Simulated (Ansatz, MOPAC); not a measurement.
System: SnI (charge +1, singlet). SMILES: [Sn+][I]

Atoms: Sn1, I2. Bonds: Sn1-I2.

Bond lengths (Å) and angles (degrees) optimised at PM7 with MOPAC; HF/LANL2DZ with Ansatz (a first-principles code); PBE/LANL2DZ with Ansatz; B3LYP/LANL2DZ with Ansatz, each started from the B3LYP-D3(BJ)/def2-TZVP structure (Ansatz) of the last column. A row stands for all coordinates that are equal there.

| coordinate | PM7 | HF/LANL2DZ | PBE/LANL2DZ | B3LYP/LANL2DZ | B3LYP-D3(BJ)/def2-TZVP |
|---|---|---|---|---|---|
| Sn1-I2 | 2.899 | 2.680 | 2.700 | 2.695 | 2.616 |

Mean signed difference of all 1 bond lengths from B3LYP-D3(BJ)/def2-TZVP: PM7 0.283 Å, HF/LANL2DZ 0.064 Å, PBE/LANL2DZ 0.084 Å, B3LYP/LANL2DZ 0.079 Å.
